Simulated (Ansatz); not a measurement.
Consider the atomization: `C[CH](C)[Al]([CH3])[Br]` → Al• + Br• + 4 C• + 10 H•.

Isolated molecules relaxed with PBE0-D4/def2-TZVP in Ansatz; ΔE leaves out vibrations. CCSD(T)/CBS adds triple-zeta CCSD(T) − MP2 to the extrapolated MP2 energy (def2 sets, frozen cores). This one scheme is used for every species, atoms too. Functionals use def2-TZVPP. B3LYP here is the variant with VWN-RPA as its local correlation; programs differ in this. HSE06 is defined as in plane-wave codes. Open shells (•) are unrestricted, without spin–orbit coupling. Spin–orbit coupling would lower the free atoms: a little for Al, C; clearly for Br. For Br outer-core shells are correlated without core-valence functions, so the limit isn't a true one: a few kJ/mol of doubt a bond, and 10 to 20 or more in all where bonds break to atoms. Scalar relativity is left out up to krypton. One conformer a species, not always the lowest.

```csv
level,ΔE (kJ/mol),difference from CCSD(T)/CBS
LDA (SPW92),6720.0,730.4
B97M-V,5996.0,6.4
r2SCAN0-D4,5958.8,-30.8
HSE06-D4,6010.8,21.2
ωB97M-V,5991.8,2.2
B2PLYP,5914.8,-74.8
PBE,6021.4,31.8
r2SCAN,5996.4,6.8
PBE0,5977.1,-12.5
B3LYP,5915.6,-74.0
HSE06,5982.4,-7.2
CCSD(T)/def2-SVP,5735.7,-253.9
HF/def2-TZVPP,4564.5,-1425.1
MP2/def2-TZVPP,5917.5,-72.1
CCSD/def2-TZVPP,5786.5,-203.1
MP2/def2-QZVPP,5995.2,5.6
CCSD(T)/CBS,5989.6,0
```

Largest T1 diagnostic among the species: 0.018.

In def2-TZVPP, CCSD(T) changes the Hartree–Fock value by +1291.9 kJ/mol (the triples alone add +69.8 kJ/mol) and MP2 by +1353.0 kJ/mol; breaking electron pairs costs correlation energy, which Hartree–Fock lacks. The D4 term adds +55.8 kJ/mol with B3LYP and +30.1 kJ/mol with PBE0; it sums over pairs of atoms, weighted by their polarisabilities, and B3LYP, whose exchange is more repulsive, gets the larger term. At CCSD(T), def2-SVP lies −253.9 kJ/mol from the extrapolated value and def2-TZVPP −133.2 kJ/mol: correlation converges slowly with the basis, and small sets miss more of it in the bonded molecule than in its fragments.

For atomizations the MP2-based limit and the directly extrapolated one differ by several kJ/mol either way, and by 10 to 25 for some Ge, Se and Sn compounds, so smaller differences from it don't rank the levels.
